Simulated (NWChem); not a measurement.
System: silicon dioxide molecule (SiO₂); SMILES O=[Si]=O

The following NWChem deck was run.

```
start job
memory heap 200 mb stack 900 mb global 1100 mb
geometry units angstroms
  O      0.000000     0.000000    -1.518369
  Si     0.000000     0.000000     0.000000
  O      0.000000     0.000000     1.518369
end
basis spherical
  * library sto-3g
end
dft
  xc hfexch
  iterations 150
end
driver
  maxiter 120
end
task dft optimize
task dft freq
```

The level has its own optimisation; frequencies are unscaled.

Predict the main results of this run. (Hartree-Fock/STO-3G.) Quantities: r O–Si (Å); highest harmonic frequency (cm⁻¹); lowest (cm⁻¹); zero-point energy (kcal/mol).


- r O–Si (Å) = 1.537
- highest harmonic frequency (cm⁻¹) = 1103
- lowest (cm⁻¹) = 90
- zero-point energy (kcal/mol) = 3.2
